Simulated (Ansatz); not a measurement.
B6H2, relaxed as a singlet with RKS PBE0-D4/def2-SVP in Ansatz, starting from the GFN2-xTB geometry. Force threshold 0.02 eV/Å.

The restricted singlet is unstable towards broken spin symmetry in Hartree–Fock (as tested in another run); at PBE0-D4/def2-SVP this wasn't settled. Another isomer (singlet) lies 1.56 eV lower at PBE0-D4/def2-TZVP; other spin states weren't run for this one.

Start:

```xyz
8

B    -1.4382    0.7407   -0.3740
B     0.8285    0.2700   -0.5981
B     0.1282   -0.2779    1.0098
B    -1.2693   -0.7190   -0.7955
B     0.0971   -1.1653   -0.3555
B    -0.1751    1.1662    0.3205
H     1.6760    0.5894   -1.3425
H     0.1528   -0.6041    2.1352
```

| step | energy (eV) | largest force component (eV/Å) | SCF passes |
| --- | --- | --- | --- |
| 1 | -4074.5346 | 1.760 | 28 |
| 2 | -4074.7548 | 0.845 | 31 |
| 3 | -4074.8148 | 0.083 | 30 |
| 4 | -4074.8166 | 0.069 | 32 |
| 5 | -4074.8170 | 0.016 | 27 |

Force components are those of the run's own axes.

End:

```tsv
atom	x (Å)	y (Å)	z (Å)
B1	-1.385	0.764	-0.344
B2	0.765	0.282	-0.662
B3	0.036	-0.289	1.009
B4	-1.209	-0.741	-0.781
B5	0.180	-1.243	-0.346
B6	-0.111	1.243	0.376
H7	1.644	0.605	-1.417
H8	0.081	-0.620	2.165
```

By distances, no bond broke or formed. The bond that changes most is B2–B3, from 1.84 to 1.91 Å (atoms count from 1).

No frequencies were taken in this run, so the end may be a saddle point.

It took 6.5 s on 4 threads of Arm Neoverse V2 on a shared host.
